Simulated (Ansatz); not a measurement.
Strength of the N–C bond: C3H9NSi → C2H6NSi + CH3

Gas-phase species: C3H9NSi `C=CN(C)[SiH3]`, singlet; C2H6NSi `C=C[N][SiH3]`, doublet; CH3 (methyl radical) `[CH3]`, doublet. The bond broken is the one whose loss leaves C2H6NSi `C=C[N][SiH3]`, relaxed to its own shape; its unpaired electron may spread away from that site.

Shapes, held fixed at every level: PBE0-D4/def2-TZVP. Flexible molecules stand in one conformer, not always the lowest. Programs: Ansatz 0.2.0. The zero-point and thermal change to 298 K, harmonic and unscaled (PBE0-D4/def2-TZVP), is -26.2 kJ/mol.

```json
{"level": "HF/def2-SVP", "kind": "Hartree–Fock", "ΔH(298 K) (kJ/mol)": "+170.2"}
{"level": "HF/def2-TZVPP", "kind": "Hartree–Fock", "ΔH(298 K) (kJ/mol)": "+154.5"}
{"level": "SPW92/def2-TZVPP", "kind": "LDA", "ΔH(298 K) (kJ/mol)": "+388.5"}
{"level": "PBE-D4/def2-TZVPP", "kind": "GGA", "ΔH(298 K) (kJ/mol)": "+304.8"}
{"level": "B3LYP-D4/def2-TZVPP", "kind": "global hybrid", "ΔH(298 K) (kJ/mol)": "+287.9"}
{"level": "BHLYP-D4/def2-TZVPP", "kind": "global hybrid", "ΔH(298 K) (kJ/mol)": "+278.4"}
{"level": "wB97M-V/def2-TZVPP", "kind": "range-separated hybrid", "ΔH(298 K) (kJ/mol)": "+311.4"}
{"level": "B2PLYP/def2-TZVPP", "kind": "double hybrid", "ΔH(298 K) (kJ/mol)": "+292.6"}
```

B2PLYP/def2-TZVPP gives ΔH(298 K) = +292.6 kJ/mol; the levels span +154.5 to +388.5. The median of the levels is +290.3. Hartree–Fock misses the correlation of the pair that is broken and comes out low. No measured value is set beside it here. Spin contamination: C2H6NSi (⟨S²⟩ up to 0.94). Open shells run unrestricted.
